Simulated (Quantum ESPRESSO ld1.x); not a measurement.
The numbers below are computed, except where a source is named.
I35+, configuration [Ar]. Code: ld1.x of Quantum ESPRESSO 7.5. Model: scalar-relativistic Kohn-Sham, LDA (Slater exchange, Perdew-Wang correlation), spin-polarised, spherical densities, point nucleus.

Normalised radial functions P(r) = r R(r), r in bohr:

| r | 2s | 2p | 3s |
|---|---|---|---|
| 0.001315 | 0.4006 | 0.0098 | 0.1971 |
| 0.001631 | 0.4802 | 0.0143 | 0.2362 |
| 0.002041 | 0.5768 | 0.0211 | 0.2836 |
| 0.002533 | 0.6843 | 0.0308 | 0.3364 |
| 0.003144 | 0.8062 | 0.0451 | 0.3961 |
| 0.003902 | 0.9412 | 0.0657 | 0.4621 |
| 0.004882 | 1.0919 | 0.0971 | 0.5355 |
| 0.006059 | 1.2412 | 0.1409 | 0.6079 |
| 0.007519 | 1.3839 | 0.2035 | 0.6763 |
| 0.009407 | 1.5081 | 0.2957 | 0.7344 |
| 0.01168 | 1.5815 | 0.4200 | 0.7660 |
| 0.01449 | 1.5792 | 0.5893 | 0.7581 |
| 0.01813 | 1.4587 | 0.8233 | 0.6882 |
| 0.0225 | 1.1900 | 1.1136 | 0.5418 |
| 0.02792 | 0.7409 | 1.4685 | 0.3031 |
| 0.03466 | 0.1027 | 1.8766 | -0.0293 |
| 0.04336 | -0.7264 | 2.3220 | -0.4477 |
| 0.05381 | -1.5987 | 2.7142 | -0.8595 |
| 0.06678 | -2.3969 | 2.9889 | -1.1751 |
| 0.08355 | -2.9571 | 3.0568 | -1.2583 |
| 0.1037 | -3.0839 | 2.8496 | -0.9793 |
| 0.1287 | -2.7575 | 2.3775 | -0.3111 |
| 0.161 | -2.0580 | 1.7058 | 0.6625 |
| 0.1998 | -1.2762 | 1.0438 | 1.5728 |
| 0.248 | -0.6302 | 0.5193 | 2.1004 |
| 0.3078 | -0.2365 | 0.2002 | 2.0426 |
| 0.3851 | -0.0601 | 0.0534 | 1.4773 |
| 0.4779 | -0.0105 | 0.0100 | 0.7999 |
| 0.5932 | -0.0011 | 0.0012 | 0.3084 |
| 0.7421 | -0.0001 | 0.0001 | 0.0749 |
| 0.921 | 0.0000 | 0.0000 | 0.0116 |

2s: eigenvalue -6938.6 eV, 1 radial node at r = 0.0357 bohr, <r> = 0.116 bohr, 90 % of the charge inside 0.179 bohr. 2p: eigenvalue -6432.9 eV, 0 radial nodes, <r> = 0.101 bohr, 90 % of the charge inside 0.165 bohr. 3s: eigenvalue -2576.1 eV, 2 radial nodes at r = 0.0341, 0.139 bohr, <r> = 0.287 bohr, 90 % of the charge inside 0.418 bohr.
